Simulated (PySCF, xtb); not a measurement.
CH5ClO2Sn, SMILES [Sn]([Cl])([CH3])([OH])[OH].

GFN2-xTB run with xtb at its own geometry gives an orbital gap of 3.93 eV and a dipole moment of 3.14 D.

Geometry: PBE0-D3(BJ)/def2-SVP. The structure was generated by enumeration; whether it is a known compound was not checked. The def2 effective core potentials stand for the cores of Sn; spin–orbit coupling is left out. Other conformers were not sampled.

Question: What does r2SCAN/def2-TZVP run with PySCF give? (Estimate from the structure and the level; the computed values follow.)

Answer: gap 5.47 eV (levels -7.47 and -2.01 eV), dipole 1.20 D.
